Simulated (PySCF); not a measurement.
Excited states between 380 and 750 nm. Vertical TDDFT excitations of isolated species (PySCF; the level stands beside each; core orbitals frozen in the response), one conformer each, no solvent.

1. `C#Cc1cc(Cl)ccp1`
2. `CC1=C(C#N)N=NN=C1`
3. `[C@H]1(C=O)[SiH2][SiH2][SiH2]C1=O`
4. `C=Cc1ccco1`
5. `CC1=NN=CC(C#N)=N1`
6. `C[SiH2]C(F)(F)F`

**Question.** For which of them does the calculation put a singlet between 380 and 750 nm?

**Answer.** 2 and 5.

1. (B3LYP/def2-SVPD on a GFN2-xTB geometry) 296 nm (f 0.000); 285 nm (f 0.167); 273 nm (f 0.004); 251 nm (f 0.008); 241 nm (f 0.003).
2. (B3LYP/def2-SVPD on a GFN2-xTB geometry) 427 nm (f 0.000); 356 nm (f 0.003); 334 nm (f 0.003); 292 nm (f 0.001); 232 nm (f 0.077). S1 lies in the visible range (380 to 750 nm), at 427 nm, dark in the vertical dipole picture (f under 0.0005); light of that wavelength is violet, and its complementary colour is yellow-green; a Tamm–Dancoff triplet lies at 508 nm, without intensity as long as spin–orbit coupling is left out.
3. (CAM-B3LYP/def2-SVPD on a GFN2-xTB geometry) 359 nm (f 0.002); 286 nm (f 0.001); 248 nm (f 0.018); 222 nm (f 0.001); 217 nm (f 0.007). No computed singlet lies in the visible range (380 to 750 nm); the lowest, at 359 nm, stands 0.19 eV above its violet end (3.26 eV); a Tamm–Dancoff triplet lies at 433 nm, without intensity as long as spin–orbit coupling is left out.
4. (CAM-B3LYP/def2-SVPD on a GFN2-xTB geometry) 248 nm (f 0.468); 205 nm (f 0.010); 193 nm (f 0.002); 186 nm (f 0.006); 181 nm (f 0.013).
5. (CAM-B3LYP/def2-SVPD on a GFN2-xTB geometry) 432 nm (f 0.003); 317 nm (f 0.000); 235 nm (f 0.148); 234 nm (f 0.012); 219 nm (f 0.000). S1 lies in the visible range (380 to 750 nm), at 432 nm, f = 0.0032; light of that wavelength is violet to blue, and its complementary colour is yellow-green to yellow; a Tamm–Dancoff triplet lies at 564 nm, without intensity as long as spin–orbit coupling is left out.
6. (PBE0/def2-SVPD on a GFN2-xTB geometry) 149 nm (f 0.034); 144 nm (f 0.011); 141 nm (f 0.099); 140 nm (f 0.000); 136 nm (f 0.024).
